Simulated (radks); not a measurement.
The arsenic ion As+ inside a hard spherical wall (all orbitals vanish at R), configuration held at [Ar] 3d10 4s2 4p2 and not refilled when levels cross. Method: non-relativistic Kohn-Sham, LDA (Slater exchange, VWN5 correlation), spin-polarised, spherical densities, point nucleus; open shells are filled with parallel spins first; computed with a radial shooting solver on a logarithmic mesh with Libxc functionals. Eigenvalues in eV for spin up, with the zero of energy where the potential of the charges vanishes at infinity; a dash marks a level that is unbound or too diffuse for the functional's potential to be trusted. A positive occupied level is held by the wall or, in an anion where self-interaction has pushed it up, behind a barrier. The pressure on the wall is -dE/dV.

R (bohr)	E (hartree)	kinetic (hartree)	e(3p)	e(3d)	e(4s)	e(4p)	e(5s, empty)	e(4d, empty)	pressure (GPa)
free	-2232.22033	2230.149	-141.75	-51.727	-23.729	-14.172	-4.999	-3.622	0
15	-2232.22033	2230.149	-141.75	-51.727	-23.729	-14.172	-4.997	-3.621	< 0.0001
12	-2232.22033	2230.149	-141.75	-51.727	-23.729	-14.172	-4.978	-3.605	< 0.0001
8	-2232.22018	2230.151	-141.74	-51.715	-23.720	-14.163	-4.378	-3.287	0.0103
7	-2232.21940	2230.160	-141.69	-51.671	-23.688	-14.125	-3.570	-2.912	0.0788
3.5	-2231.82462	2232.157	-136.06	-46.154	-18.739	-7.531	30.335	11.111	132
2.5	-2229.77025	2239.620	-124.19	-34.523	-1.384	13.879	107.33	42.084	1790
